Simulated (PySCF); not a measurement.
Dipole response of Ir³⁺ (iridium, charge +3)

[Xe] 4f14 5d6, high-spin 5D determinant. Computed with PySCF 2.14 in ANO-RCC-VTZP (8s7p5d3f1g, 84 functions), with scalar relativity by spin-free X2C-1e. Coupled (time-dependent) response in atomic units; α is the mean over directions. The basis has no added diffuse functions, which lowers α and C₆.

```csv
method,mean α (bohr³),"α xx, yy, zz",C₆ (like pair),S(−4)
PBE0,6.534,"6.685, 6.685, 6.232",37.21,8.581
```

S(−4) is the Cauchy moment in α(ω) = α(0) + S(−4) ω² + …

Spin-orbit coupling is absent.

α(iu) at PBE0:

| u (hartree) | α(iu) (bohr³) |
| --- | --- |
| 0 | 6.534 |
| 0.0500 | 6.513 |
| 0.100 | 6.450 |
| 0.200 | 6.221 |
| 0.300 | 5.898 |
| 0.500 | 5.163 |
| 0.750 | 4.315 |
| 1.00 | 3.615 |
| 1.50 | 2.588 |
| 2.00 | 1.913 |
| 3.00 | 1.147 |
| 5.00 | 0.5365 |

A single London oscillator, α(iu) = α/(1 + u²/ω²), gives C₆ = (3/4) ω α². Matching the computed C₆ needs ω = 4 × 37.21 / (3 × 6.534²) = 1.16 hartree.

For an ion, C₆ is the dispersion term alone; charge-induced terms of lower order in 1/R come first.

The components differ because the open shell of this determinant is not spherical; for a pure term their mean is the scalar polarisability.

Spin-orbit coupling, absent here, splits the open shell strongly.
